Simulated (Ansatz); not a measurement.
Job for Ansatz (a first-principles code): U-PBE0/def2-TZVPP on SrS, 2S+1 = 3, a spin state set in the input, which need not be the lowest, a point of a bond scan (R = 2.721 Å). Elements past Kr take the def2 small-core potentials; no spin–orbit coupling.

Ansatz 0.2 input:
```yaml
crystal:
  periodic: [false, false, false]
  atoms:
    - {symbol: S, position_ang: [0.00000000, 0.00000000, 0.00000000]}
    - {symbol: Sr, position_ang: [0.00000000, 0.00000000, 2.72129500]}
basis:
  gaussian:
    orbitals: def2-TZVPP
    pivot_positions_ang: [[0.00000000, 0.00000000, 0.00000000], [0.00000000, 0.00000000, 2.72129500]]
hamiltonian:
  xc: {name: PBE0}
magnetization: {spin_polarized: true, initial_magnetization: 2}
output: {forces: true, orbitals: {seedname: ./end}}
```

Q: Predict the final total energy.

A: -428.7505 hartree.
